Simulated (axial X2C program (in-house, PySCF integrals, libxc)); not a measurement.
Potential curves of CsO, with spin–orbit coupling

Computed with an in-house all-electron X2C program for linear molecules (integrals from PySCF). Two-component (2c) means X2C with spin–orbit coupling and atomic mean-field two-electron Coulomb and Gaunt terms. Basis: Cs dyall-cv3z [15s15p9d4f1g], O dyall-av3z [7s6p3d2f] (cores contracted in-house); Gaussian nuclei, density fitting, unrestricted open shells. Masses: Cs 132.905 u, O 15.995 u.

State: Ω = 1/2 (⟨Sz⟩ = 0.50, ⟨Lz⟩ = 0.00 at HF). Energies in eV from the fragments at the same level (Cs + O). Fits are polynomials in 1 − R0/R over 0.85 to 1.23 times the lowest point R0.

```
 R (Å)       HF   r2SCAN
1.9888  -0.3103  -2.9971
2.0803  -0.7206  -3.2311
2.1488  -0.9339  -3.3358
2.2174  -1.0811  -3.3930
2.2860  -1.1735  -3.4120
2.3660  -1.2256  -3.3958
2.4460  -1.2311  -3.3471
2.5489  -1.1879  -3.2497
2.6746  -1.0833  -3.0959
2.8575           -2.8379
```

Occupations by symmetry block were frozen at the best pattern of an incomplete PBE0 search. Dissociation energies refer to the lowest single-determinant-based atoms at the same level and basis. Density functionals use the spin component along the axis (collinear). In 2c an atomic determinant is not the ground J level, so De misses part of the atomic spin–orbit lowering. This holds for r2SCAN. Other states lie close and PBE0, whose exact exchange favours high spin, may order them wrongly; the determinant shown need not be the ground state. The nearest other 2c determinant of the search, Ω = 3/2, lies 0.43 eV up at the distance of the search. Without a current term, density functionals place determinants with orbital angular momentum somewhat too high. Some points did not converge and are left out.

(1) What are Re, ωe and De at the HF level?

(2) What are Re, ωe and De at the r2SCAN level?

Results:

(1) At HF, 2c: Re = 2.416 Å, ωe ≈ 340 cm⁻¹, De = 1.23 eV to Cs + O; Be follows as 0.202 cm⁻¹.

(2) At r2SCAN, 2c: Re = 2.292 Å, ωe ≈ 349 cm⁻¹, De = 3.41 eV to Cs + O; Be follows as 0.225 cm⁻¹.
